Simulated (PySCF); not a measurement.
# Electric field gradients and quadrupole coupling constants

Species: C₄H₇F₃O₂P (charge -1).
Z-matrix (Å and degrees, GFN2-xTB geometry), rows numbered from 1:
```
C 
C   1  1.5151
P   2  1.8612  1  112.79
O   3  1.4876  2  109.69  1   -47.99
O   3  1.4837  2  110.26  1   177.63
C   3  1.9078  2  101.90  1    62.39
C   6  1.4820  3  116.40  2    60.11
F   7  1.3325  6  115.77  3    53.66
F   7  1.3796  6  111.80  3   172.79
F   7  1.3487  6  114.24  3   -70.42
H   1  1.0882  2  108.67  3    41.56
H   1  1.0886  2  110.81  3   -77.76
H   1  1.0917  2  111.44  3   161.68
H   2  1.0949  1  110.47  3  -113.83
H   2  1.0895  1  112.29  3   126.03
H   6  1.0880  3  110.17  2   -64.75
H   6  1.0913  3  103.33  2   178.87
```

Field gradients from the PBE0/pcSseg-1 density (PySCF, non-relativistic), principal values in atomic units, ordered |Vxx| ≤ |Vyy| ≤ |Vzz|:

```
atom      Vxx      Vyy     Vzz
  O4  -0.3496  -0.4011  0.7506
  O5  -0.3266  -0.4303  0.7569
```

Question: Find the asymmetry η = (Vxx − Vyy)/Vzz and the couplings χ = eQV/h (234.96 MHz × Q in barn × V in au), with Q(17O) = −0.0256 b.

Answer: 
```
atom         environment  nucleus     η  χzz (MHz)  χxx (MHz)  χyy (MHz)
  O4  oxygen bonded to P      17O  0.07     -4.515      2.103      2.412
  O5  oxygen bonded to P      17O  0.14     -4.553      1.964      2.588
```

The tensor is traceless: Vxx + Vyy + Vzz = 0.

Question: What is Vzz at O4 in SI units (1 au = 9.71736 × 10²¹ V/m²)?

Answer: 0.7506 au = 7.294 × 10²¹ V/m².

Question: And the gradient at the other heavy atoms, for which no coupling is worked out here?

Answer: 
```json
{"atom": "C1", "environment": "methyl carbon", "Vzz (au)": "-0.059", "η": "0.60"}
{"atom": "C2", "environment": "sp3 carbon bound to phosphorus", "Vzz (au)": "0.076", "η": "0.91"}
{"atom": "P3", "environment": "phosphoryl phosphorus", "Vzz (au)": "-0.699", "η": "0.95"}
{"atom": "C6", "environment": "sp3 carbon bound to phosphorus", "Vzz (au)": "0.168", "η": "0.91"}
{"atom": "C7", "environment": "CF3 carbon", "Vzz (au)": "-0.508", "η": "0.08"}
{"atom": "F8", "environment": "fluorine of a CF3 group", "Vzz (au)": "2.902", "η": "0.08"}
{"atom": "F9", "environment": "fluorine of a CF3 group", "Vzz (au)": "2.823", "η": "0.06"}
{"atom": "F10", "environment": "fluorine of a CF3 group", "Vzz (au)": "2.842", "η": "0.05"}
```

Question: What couplings would deuterons (Q(2H) = 0.00286 b) have in place of the hydrogens, at this geometry?

Answer: 
```tsv
atom	bonded to	bond length (Å)	Vzz (au)	η	χzz (kHz)
H11	C1	1.088	0.3085	0.01	207
H12	C1	1.089	0.3165	0.02	213
H13	C1	1.092	0.3155	0.01	212
H14	C2	1.095	0.3072	0.02	206
H15	C2	1.089	0.3155	0.02	212
H16	C6	1.088	0.3165	0.06	213
H17	C6	1.091	0.3095	0.06	208
```

Isolated species at its GFN2-xTB geometry (one conformer only). The pcSseg-1 basis has no diffuse functions, a weakness for an anion. GFN2-xTB bond lengths can be off by several hundredths of an ångström, more for odd bonds, and the gradients follow them. The small basis limits the accuracy of the gradients.

The run behind these numbers computed NMR shieldings as well. The run took 43 s of wall time on one thread, Arm Neoverse V1 (aarch64), shared host with 32 logical CPUs at a one-minute load of 27, and the process peaked at 0.94 GiB of memory.
